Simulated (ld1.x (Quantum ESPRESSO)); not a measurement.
silver, TM: configuration errors across variants

* Element: Ag
* Generator: ld1.x (Quantum ESPRESSO) 7.5
* Type: norm-conserving Troullier–Martins (Kleinman–Bylander form)
* Functional: PBE
* Relativity: scalar-relativistic
* Frozen core: [Kr]
* Valence charge: 11
* Reference configuration: 4d10 5s1 5p0
* Partial waves: 5s (bound): rc 1.75 bohr; 5p (bound, empty): rc 3.85 bohr; 4d (bound): rc 1.30 bohr
* Local potential: the d channel
* Core correction: none

All-electron excitation energies from the reference (eV): (1) 4d10 5s0 5p0 7.757; (2) 4d9 5s0 5p0 29.871; (3) 4d8 5s0 5p0 66.064; (4) 4d10 5s0 5p1 3.866; (5) 4d9 5s1 5p0 13.152; (6) 4d10 5s0.5 5p0 3.017.

Tests that are not counted but printed errors over 1 eV. “base”: 4d9 5s1 5p1 (solver errors, printed error -2.1 eV). “wave 4d (bound): rc 1.30 bohr becomes 4d (bound): rc 0.88 bohr”: 4d9 5s1 5p1 (solver errors, printed error -2.5 eV). “wave 4d (bound): rc 1.30 bohr becomes 4d (bound): rc 1.00 bohr”: 4d9 5s1 5p1 (solver errors, printed error -2.5 eV). “wave 4d (bound): rc 1.30 bohr becomes 4d (bound): rc 1.12 bohr”: 4d9 5s1 5p1 (pseudo-atom not self-consistent, printed error -18.7 eV). “wave 4d (bound): rc 1.30 bohr becomes 4d (bound): rc 1.28 bohr”: 4d9 5s1 5p1 (solver errors, printed error -2.5 eV).

A true bound ghost makes a file unfit for plane-wave use even where its test errors are small: the radial tests pick states by their node count and pass the ghost by. Where a test does run into it, the solver fails or the error is huge.

Errors AE − PS in meV (a dash: test not solved or not reliable):

| change | (1) | (2) | (3) | (4) | (5) | (6) | bound ghosts |
| --- | --- | --- | --- | --- | --- | --- | --- |
| base | +11 | +27 | -67 | +7.6 | -20 | +1.5 | s, p |
| wave 4d (bound): rc 1.30 bohr becomes 4d (bound): rc 0.88 bohr | +11 | +33 | -49 | +8.1 | +25 | +1.8 | s, p |
| wave 4d (bound): rc 1.30 bohr becomes 4d (bound): rc 1.00 bohr | +11 | +29 | -59 | +7.7 | -11 | +1.6 | s, p |
| wave 4d (bound): rc 1.30 bohr becomes 4d (bound): rc 1.12 bohr | +11 | +28 | -65 | +7.6 | -17 | +1.5 | s, p |
| wave 4d (bound): rc 1.30 bohr becomes 4d (bound): rc 1.28 bohr | +11 | +27 | -67 | +7.6 | -19 | +1.5 | s, p |
| wave 4d (bound): rc 1.30 bohr becomes 4d (bound): rc 1.42 bohr | +11 | +26 | -69 | +7.5 | -21 | +1.5 | s, p |
| wave 4d (bound): rc 1.30 bohr becomes 4d (bound): rc 1.56 bohr | +11 | +25 | -76 | +7.5 | -23 | +1.5 | s, p |
| wave 4d (bound): rc 1.30 bohr becomes 4d (bound): rc 1.70 bohr | +11 | +22 | -85 | +7.4 | -25 | +1.5 | s, p |
| wave 4d (bound): rc 1.30 bohr becomes 4d (bound): rc 1.98 bohr | +12 | +8.3 | -129 | +7.3 | -34 | +1.7 | s, p |

Problem. Give the same row for: wave 4d (bound): rc 1.30 bohr becomes 4d (bound): rc 1.80 bohr.

Solution. +11, +17, -103, +7.4, -29, +1.6; bound ghosts: s, p. Not counted: 4d9 5s1 5p1 (solver errors, printed error -2.5 eV).
